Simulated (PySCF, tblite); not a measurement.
Isomers of C5H3F2O (doublet state), one GFN2-xTB conformer each. Single-point energies are computed at B3LYP/pcH-1 (PySCF, gas phase, no added dispersion term), electronic only. GFN2-xTB treats the open shell by occupation alone, and not every SCF solution was tested for stability.

```tsv
SMILES	GFN2-xTB relative energy (kcal/mol)
[CH2]O/C(F)=C1C=C\1F	91.7
F[C](F)c1ccco1	0.0
```

Conformers: `[CH2:1][O:2]/[C:3]([F:4])=[C:5]1[CH:6]=[C:7]\1[F:8]` (doublet state) with H–C1–O2–C3 175° and 7°, C1–O2–C3–F4 -3°; `[F:1][C:2]([F:3])[c:4]1[cH:5][cH:6][cH:7][o:8]1` (doublet state) with F1–C2–C4–C5 0°.

**Question.** What does B3LYP/pcH-1 give for the same structures?

**Answer.** 
```json
{"SMILES": "F[C](F)c1ccco1", "B3LYP/pcH-1 E (Eh)": "-467.18395", "B3LYP/pcH-1 (kcal/mol)": "0.0", "GFN2-xTB (kcal/mol)": "0.0", "point group": "Cs"}
{"SMILES": "[CH2]O/C(F)=C1C=C\\1F", "B3LYP/pcH-1 E (Eh)": "-467.03766", "B3LYP/pcH-1 (kcal/mol)": "91.8", "GFN2-xTB (kcal/mol)": "91.7", "point group": "near Cs"}
```

Both levels put the same isomer lowest. As drawn, the lower has two fluorines on one carbon, which the higher lacks; the higher has a three-membered ring, which the lower lacks.

**Question.** What happens when harmonic zero-point energies from GFN2-xTB frequencies are added?

**Answer.** 
| SMILES | ZPE (kcal/mol) | electronic (kcal/mol) | with ZPE (kcal/mol) |
| --- | --- | --- | --- |
| F[C](F)c1ccco1 | 42.1 | 0.0 | 0.0 |
| [CH2]O/C(F)=C1C=C\1F | 38.3 | 91.8 | 88.0 |

The zero-point energies span 3.8 kcal/mol. The order is unchanged.
